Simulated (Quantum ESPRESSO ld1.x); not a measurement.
Input file for ld1.x (Quantum ESPRESSO 7.5):

```
 &input
    zed=38.0,
    iswitch=1,
    rel=1,
    lsd=1,
    dft='PZ',
    config='[Kr] 5s1',
    verbosity='high',
    prefix='ld1',
    max_out_wfc=37,
    file_charge='ld1.rho',
 /
```

Command: `OMP_NUM_THREADS=1 ld1.x < ld1.in > ld1.out`

It prints:

```
     Program LD1 v.7.5 starts

     --------------------------- All-electron run ----------------------------

     scalar relativistic calculation

     atomic number is 38.00
     dft =PZ   lsd =1 sic =0 latt =0  beta=0.20 tr2=1.0E-14
     Exchange-correlation= PZ
                           (   1   1   0   0   0   0   0)
     mesh =2031 r(mesh) =  99.72474 a.u. xmin = -8.00 dx = 0.00800
     1 Ry =  13.60569312 eV, c = 137.03599908

     n l     nl                  e(Ry)          e(Ha)          e(eV)
     1 0     1S 1( 1.00)   -1170.054473231    -585.027236615 -15919.4021000
     2 0     2S 1( 1.00)    -158.876323995     -79.438161997  -2161.6225088
     2 1     2P 1( 3.00)    -141.345668212     -70.672834106  -1923.1057860
     3 0     3S 1( 1.00)     -24.927972061     -12.463986031   -339.1623380
     3 1     3P 1( 3.00)     -19.271703933      -9.635851966   -262.2048897
     4 0     4S 1( 1.00)      -3.478183661      -1.739091830    -47.3230995
     4 1     4P 1( 3.00)      -2.149021137      -1.074510569    -29.2389221
     3 2     3D 1( 5.00)      -9.899547679      -4.949773840   -134.6902078
     5 0     5S 1( 1.00)      -0.651428473      -0.325714237     -8.8631359
     1 0     1S 2( 1.00)   -1170.053178101    -585.026589050 -15919.3844788
     2 0     2S 2( 1.00)    -158.875412225     -79.437706112  -2161.6101035
     2 1     2P 2( 3.00)    -141.344801408     -70.672400704  -1923.0939925
     3 0     3S 2( 1.00)     -24.926486758     -12.463243379   -339.1421295
     3 1     3P 2( 3.00)     -19.270134799      -9.635067400   -262.1835405
     4 0     4S 2( 1.00)      -3.472726822      -1.736363411    -47.2488554
     4 1     4P 2( 3.00)      -2.140424398      -1.070212199    -29.1219575
     3 2     3D 2( 5.00)      -9.897853086      -4.948926543   -134.6671517
     5 0     5S 2( 0.00)      -0.591710397      -0.295855199     -8.0506301

     final scf error:  6.3E-15 reached in  22 iterations

     Etot =   -6351.196338 Ry,   -3175.598169 Ha,  -86412.428343 eV
     Total magnetization:    1.00 Bohr mag.

     Ekin =    6511.037021 Ry,    3255.518511 Ha,   88587.171627 eV
     Encl =  -15286.211390 Ry,   -7643.105695 Ha, -207979.501188 eV
     Eh   =    2626.073616 Ry,    1313.036808 Ha,   35729.551742 eV
     Exc  =    -202.095586 Ry,    -101.047793 Ha,   -2749.650524 eV

     normalization and overlap integrals

     s(1S/1S) =  1.000000  <r> =   0.0392  <r2> =    0.0021  r(max) =   0.0255
     s(1S/2S) = -0.007238
     s(1S/3S) = -0.002852
     s(1S/4S) = -0.001071
     s(1S/5S) = -0.000366
     s(2S/2S) =  1.000000  <r> =   0.1727  <r2> =    0.0352  r(max) =   0.1458
     s(2S/3S) = -0.001703
     s(2S/4S) = -0.000622
     s(2S/5S) = -0.000211
     s(2P/2P) =  1.000000  <r> =   0.1505  <r2> =    0.0277  r(max) =   0.1156
     s(2P/3P) = -0.001388
     s(2P/4P) = -0.000446
     s(3S/3S) =  1.000000  <r> =   0.4931  <r2> =    0.2792  r(max) =   0.4362
     s(3S/4S) = -0.000386
     s(3S/5S) = -0.000129
     s(3P/3P) =  1.000000  <r> =   0.4992  <r2> =    0.2911  r(max) =   0.4293
     s(3P/4P) = -0.000301
     s(4S/4S) =  1.000000  <r> =   1.3547  <r2> =    2.0887  r(max) =   1.1858
     s(4S/5S) = -0.000066
     s(4P/4P) =  1.000000  <r> =   1.5651  <r2> =    2.8262  r(max) =   1.3263
     s(3D/3D) =  1.000000  <r> =   0.4986  <r2> =    0.3032  r(max) =   0.3747
     s(5S/5S) =  1.000000  <r> =   3.8264  <r2> =   16.4671  r(max) =   3.3818
     s(1S/1S) =  1.000000  <r> =   0.0392  <r2> =    0.0021  r(max) =   0.0255
     s(1S/2S) = -0.007238
     s(1S/3S) = -0.002852
     s(1S/4S) = -0.001072
     s(1S/5S) = -0.000368
     s(2S/2S) =  1.000000  <r> =   0.1727  <r2> =    0.0352  r(max) =   0.1458
     s(2S/3S) = -0.001703
     s(2S/4S) = -0.000622
     s(2S/5S) = -0.000213
     s(2P/2P) =  1.000000  <r> =   0.1505  <r2> =    0.0277  r(max) =   0.1156
     s(2P/3P) = -0.001388
     s(2P/4P) = -0.000448
     s(3S/3S) =  1.000000  <r> =   0.4931  <r2> =    0.2792  r(max) =   0.4362
     s(3S/4S) = -0.000387
     s(3S/5S) = -0.000130
     s(3P/3P) =  1.000000  <r> =   0.4992  <r2> =    0.2911  r(max) =   0.4293
     s(3P/4P) = -0.000302
     s(4S/4S) =  1.000000  <r> =   1.3530  <r2> =    2.0822  r(max) =   1.1858
     s(4S/5S) = -0.000067
     s(4P/4P) =  1.000000  <r> =   1.5582  <r2> =    2.7967  r(max) =   1.3263
     s(3D/3D) =  1.000000  <r> =   0.4986  <r2> =    0.3032  r(max) =   0.3747
     s(5S/5S) =  1.000000  <r> =   3.8533  <r2> =   16.8000  r(max) =   3.3549

     ------------------------ End of All-electron run ------------------------
```

Run on one thread of a shared host, so times are rough (Intel(R) Xeon(R) Processor @ 2.60GHz): 0.48 s of CPU time, 1.9 s wall, 22 iterations on 2031 mesh points.
